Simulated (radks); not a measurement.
Values are calculated unless marked as measured or tabulated.
Question: The copper ion Cu+, configuration [Ar] 3d10. Code: a radial shooting solver on a logarithmic mesh with Libxc functionals. Model: Dirac Kohn-Sham, PBE, spin-unpolarised, spherical densities, point nucleus. Some entries of the table are withheld. Estimate them.

orbital  occ.  eigenvalue (eV)  <1/r> (bohr^-1)  <r^2> (bohr^2)
1s1/2       2        -8857.553            29.16        0.003656
2s1/2       2              (1)            6.359         0.06520
2p1/2       2        -938.7894            6.314             (2)
2p3/2       4        -918.2905            6.173             (3)
3s1/2       2        -123.2898            2.000             (4)
3p1/2       2              (5)              (6)          0.6542
3p3/2       4              (7)              (8)          0.6735
3d3/2       4         -13.8228            1.389           1.405
3d5/2       6         -13.5499            1.378           1.435

Answer: 
(1) 2s1/2 eigenvalue (eV): -1070.481
(2) 2p1/2 <r^2> (bohr^2): 0.05122
(3) 2p3/2 <r^2> (bohr^2): 0.05277
(4) 3s1/2 <r^2> (bohr^2): 0.5876
(5) 3p1/2 eigenvalue (eV): -82.5038
(6) 3p1/2 <1/r> (bohr^-1): 1.864
(7) 3p3/2 eigenvalue (eV): -79.9320
(8) 3p3/2 <1/r> (bohr^-1): 1.830
